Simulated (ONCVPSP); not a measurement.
**u(r) = r·R(r): atom against pseudo-atom (O)**

Columns: radius, all-electron u(r) and pseudo u(r) of the 2p shell (level -43.28 eV) of oxygen in the configuration [He] 2s2 2p2; BLYP, scalar-relativistic, ONCV scheme, ONCVPSP 4.0.1.

```
r (bohr)  all-electron  pseudo
   0.070        0.0692  0.0302
   0.140        0.2137  0.1163
   0.210        0.3766  0.2458
   0.280        0.5306  0.4014
   0.350        0.6631  0.5631
   0.420        0.7697  0.7130
   0.490        0.8504  0.8372
   0.560        0.9073  0.9280
   0.630        0.9425  0.9835
   0.700        0.9588  1.0069
   0.770        0.9595  1.0045
   0.840        0.9473  0.9834
   0.910        0.9252  0.9505
   0.980        0.8954  0.9110
   1.050        0.8601  0.8683
   1.120        0.8209  0.8245
   1.190        0.7791  0.7804
   1.260        0.7360  0.7363
   1.330        0.6924  0.6924
   1.400        0.6490  0.6490
   1.470        0.6064  0.6064
   1.540        0.5650  0.5649
   1.610        0.5250  0.5250
   1.680        0.4868  0.4868
   1.750        0.4504  0.4504
   1.820        0.4160  0.4160
```

Task: How many radial nodes do the two functions have?

Result: The all-electron 2p function has n − l − 1 = 0; the pseudo-wave has 0.

Task: At about which radius was the pseudo-wave matched?

Result: 1.40 bohr. The columns agree to 0.0005 from 1.26 bohr on; several derivatives are matched, so the curves merge somewhat inside the radius.

Task: Is the pseudo-wave norm-conserving?

Result: Yes: the ONCV scheme keeps the norm inside the radius equal to the all-electron one, which fixes the energy derivative of the logarithmic derivative at the level.
